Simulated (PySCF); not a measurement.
# Finite-field polarisability of Tl (thallium, neutral)

[Xe] 4f14 5d10 6s2 6p1, 2P determinant. All numbers are calculated (PySCF 2.14, scalar relativity by spin-free X2C-1e, in ANO-RCC-VTZP). Frozen: [Xe] 4f14 5d10. Energy changes in a uniform field (μhartree):

| axis | F (au) | HF | MP2 | CCSD | CCSD(T) |
| --- | --- | --- | --- | --- | --- |
| x | 0.0023 | -98.587 | -96.475 | -95.791 | -95.751 |
| x | 0.0046 | -394.362 | -385.913 | -383.174 | -383.015 |
| y | 0.002 | -101.140 | -99.146 | -98.952 | -98.862 |
| y | 0.004 | -404.544 | -396.569 | -395.791 | -395.430 |

By symmetry the remaining axis equals x.

Q: Derive α along x at CCSD(T) from the two fields.

A: With ΔE = −αF²/2 − γF⁴/24, α = −(16 ΔE(F) − ΔE(2F))/(6F²) = 36.20 bohr³.

Q: And the mean polarisability at each level?

A: The components xx, yy, zz at CCSD(T) are 36.20, 49.43, 36.20, the third axis being equal by symmetry to one of the two computed. Means: HF 41.71, MP2 40.84, CCSD 40.64, CCSD(T) 40.61 bohr³. Reference: 50 ± 2 bohr³ (recommended; Schwerdtfeger and Nagle, table of static dipole polarizabilities (2023 update)).

CCSD(T) lies more than 5 % below the reference, which points to too few diffuse and polarisation functions.

Spin-orbit coupling, absent here, splits the open shell strongly.

The basis has no added diffuse functions, which lowers α.
